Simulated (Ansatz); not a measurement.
## Relaxing a trial structure of C6H4OS2

The starting geometry of this gas-phase singlet was optimised with GFN2-xTB; its bonds are those of `Sc1cc2occc2s1`.

```yaml
atoms:
  - { symbol: C, position_ang: [1.7514, -0.3626, -1.0810] }
  - { symbol: C, position_ang: [0.5515, 0.2836, -1.1320] }
  - { symbol: C, position_ang: [-0.4941, -0.6502, -1.2812] }
  - { symbol: C, position_ang: [-2.2712, -1.8505, -1.5086] }
  - { symbol: C, position_ang: [-1.2530, -2.7571, -1.4906] }
  - { symbol: C, position_ang: [-0.0845, -1.9782, -1.3416] }
  - { symbol: O, position_ang: [-1.8307, -0.5752, -1.3835] }
  - { symbol: S, position_ang: [3.3143, 0.4107, -0.9008] }
  - { symbol: S, position_ang: [1.6295, -2.1090, -1.2129] }
  - { symbol: H, position_ang: [4.0203, -0.7178, -0.9273] }
  - { symbol: H, position_ang: [0.4379, 1.3484, -1.0675] }
  - { symbol: H, position_ang: [-3.3298, -1.9861, -1.6039] }
  - { symbol: H, position_ang: [-1.3298, -3.8209, -1.5719] }
```

Predict what becomes of its bonds when it is optimised with r2SCAN-D4/def2-SVP.

It keeps its bonds, and is `Sc1cc2occc2s1`.

The energy falls by 0.13 eV over 19 steps:

```csv
step,E − E(last) (eV)
1,0.135
3,0.073
5,0.072
7,0.069
9,0.052
11,0.029
13,0.006
15,0.000
17,0.000
19,0.000
```

Final geometry (Å):

| atom | x (Å) | y (Å) | z (Å) |
| --- | --- | --- | --- |
| C | 1.7969 | -0.4960 | -0.8796 |
| C | 0.6190 | 0.2005 | -1.0892 |
| C | -0.4465 | -0.7086 | -1.2680 |
| C | -2.2815 | -1.8197 | -1.6219 |
| C | -1.3233 | -2.7857 | -1.4408 |
| C | -0.1165 | -2.0593 | -1.2037 |
| O | -1.7692 | -0.5563 | -1.5217 |
| S | 3.3655 | 0.1937 | -0.4963 |
| S | 1.5695 | -2.2483 | -0.8833 |
| H | 3.9674 | -0.0368 | -1.6908 |
| H | 0.5609 | 1.2886 | -1.1136 |
| H | -3.3491 | -1.8750 | -1.8223 |
| H | -1.4813 | -3.8619 | -1.4714 |

No frequencies were run, so the end isn't proven a minimum. Run with Ansatz 0.2.0, 66 s on 4 threads of Arm Neoverse V1, with other jobs on the host.
